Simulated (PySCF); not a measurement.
Vertical excitations of a molecule C₅H₁₀ from TDDFT-CAM-B3LYP/def2-SVPD run with PySCF, as energy in eV (oscillator strength): 8.28 (0.001), 8.34 (0.062), 8.69 (0.016), 8.72 (0.023), 8.77 (0.001), 8.88 (0.023), 8.91 (0.008), 9.01 (0.003), 9.12 (0.014), 9.15 (0.019). Lowest triplet (TDA): 8.10 eV. Geometry: B3LYP-D3(BJ)/def2-SVP. One conformer was computed; it need not be the lowest.

Which structure fits?
A) C/C=C/CC
B) CCC1CC1
C) CC1CCC1
D) C=CC(C)C

C, CC1CCC1
